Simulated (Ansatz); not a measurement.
A nudged elastic band was laid between two geometries of CH₆GeSSi (10 atoms, charge 0, multiplicity 1).

The calculation used RKS r2SCAN-D4/def2-SVP (Ansatz 0.2.0).

```json
{"movable images": "5", "climbing image": "yes", "spring": "5.0 eV/Å²", "optimiser": "quadratic models (default)", "start path": "through a guess of the saddle point", "force threshold": "0.05 eV/Å", "iteration limit": "60", "end points": "relaxed"}
```

Initial state:

```xyz
10
Properties=species:S:1:pos:R:3
S -1.763 0.254 -1.875
Si -0.929 0.246 0.103
C 0.276 -1.178 0.372
Ge 1.344 0.532 0.384
H -1.899 1.598 -1.951
H -1.900 0.527 1.199
H 0.225 -1.718 1.327
H 0.472 -1.855 -0.469
H 1.985 0.859 1.733
H 2.272 0.685 -0.819
```

Final state:

```xyz
10
Properties=species:S:1:pos:R:3
S -2.196 0.747 -1.486
Si -0.995 0.324 0.243
C 0.219 -1.112 0.281
Ge 1.288 0.605 0.427
H -1.155 0.718 -2.349
H -1.875 0.480 1.432
H 0.202 -1.784 1.151
H 0.401 -1.671 -0.648
H 2.022 0.810 1.754
H 2.173 0.833 -0.801
```

Q: Which bonds break or form, and what moves?

A: No bond is made or broken. The dihedral H5–S1–Si2–Ge4 goes from -86 to 20°.

Q: Give the energies along the band, and the barrier.

A: The run converged. The highest image is number 3 of 0 to 6, 3.4 kJ/mol above the first end and 1.2 kJ/mol above the last; the last end lies 2.3 kJ/mol above the first. A vibrational analysis at the climbing image gives one clearly imaginary mode, 111i cm⁻¹: a first-order saddle point.

```tsv
image	path coordinate (Å)	energy (kJ/mol)	dihedral H5–S1–Si2–Ge4 (°)
0	0.00	0.0	-86
1	0.38	0.8	-67
2	0.75	2.6	-44
3	1.13	3.4	-20
4	1.37	3.0	-5
5	1.61	2.5	8
6	1.86	2.3	20
```

Q: What is the geometry of the highest image?

A: 
```xyz
10
Properties=species:S:1:pos:R:3:forces:R:3
S -2.100 0.483 -1.638 0.02 0.02 -0.01
Si -1.014 0.235 0.206 0.03 -0.02 0.00
C 0.247 -1.166 0.353 -0.03 -0.03 0.00
Ge 1.263 0.569 0.376 0.00 0.03 0.00
H -1.158 1.258 -2.218 -0.02 -0.01 0.01
H -1.921 0.403 1.374 0.01 0.00 0.01
H 0.259 -1.770 1.271 0.00 0.01 0.00
H 0.425 -1.786 -0.538 0.00 0.01 0.00
H 1.963 0.921 1.689 -0.01 0.00 -0.01
H 2.117 0.801 -0.872 0.00 -0.01 0.01
```

Q: What are the harmonic wavenumbers there?

A: 111i, 99, 177, 322, 376, 410, 430, 506, 545, 616, 646, 728, 749, 804, 834, 872, 894, 1331, 2153, 2177, 2237, 2702, 3094, 3186 cm⁻¹.

Run time: 2.3 min on 2 threads of AMD EPYC 7R13 Processor (Zen 3), on a shared host, peak memory 0.19 GiB.
